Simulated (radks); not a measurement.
All-electron atom: the tantalum ion Ta+ in [Xe] 4f14 5d3 6s1 (the NIST ground configuration). Method: scalar-relativistic Kohn-Sham, RPBE, spin-polarised, spherical densities, point nucleus; open shells are filled with parallel spins first (spin-orbit coupling, left out, can overturn this in heavy ions); computed with a radial shooting solver on a logarithmic mesh with Libxc functionals.

Normalised radial functions P(r) = r R(r), r in bohr:

| r | 5s down | 5p up | 5d up |
|---|---|---|---|
| 0.0007987 | 0.0520 | 0.0011 | 0.0000 |
| 0.00126 | 0.0736 | 0.0023 | 0.0000 |
| 0.001988 | 0.1017 | 0.0050 | 0.0000 |
| 0.003137 | 0.1351 | 0.0106 | 0.0001 |
| 0.00491 | 0.1676 | 0.0220 | 0.0003 |
| 0.007746 | 0.1854 | 0.0452 | 0.0010 |
| 0.01222 | 0.1590 | 0.0879 | 0.0034 |
| 0.01928 | 0.0525 | 0.1549 | 0.0107 |
| 0.03042 | -0.1363 | 0.2277 | 0.0311 |
| 0.048 | -0.2868 | 0.2297 | 0.0782 |
| 0.07573 | -0.1425 | 0.0406 | 0.1558 |
| 0.1185 | 0.2940 | -0.2775 | 0.2050 |
| 0.187 | 0.3103 | -0.2566 | 0.0846 |
| 0.2951 | -0.4365 | 0.3299 | -0.2123 |
| 0.4655 | -0.3674 | 0.4027 | -0.2776 |
| 0.7345 | 0.8077 | -0.5164 | 0.1462 |
| 1.159 | 1.0507 | -1.0146 | 0.6270 |
| 1.828 | 0.3876 | -0.5835 | 0.7147 |
| 2.862 | 0.0468 | -0.1335 | 0.4669 |
| 4.515 | 0.0011 | -0.0087 | 0.1619 |
| 7.124 | 0.0000 | -0.0001 | 0.0242 |

5s down: eigenvalue -79.249 eV, 4 radial nodes at r = 0.0222, 0.0888, 0.231, 0.542 bohr, <r> = 1.10 bohr, 90 % of the charge inside 1.58 bohr. 5p up: eigenvalue -47.072 eV, 3 radial nodes at r = 0.0804, 0.234, 0.584 bohr, <r> = 1.30 bohr, 90 % of the charge inside 1.91 bohr. 5d up: eigenvalue -11.296 eV, 2 radial nodes at r = 0.215, 0.649 bohr, <r> = 2.09 bohr, 90 % of the charge inside 3.29 bohr.
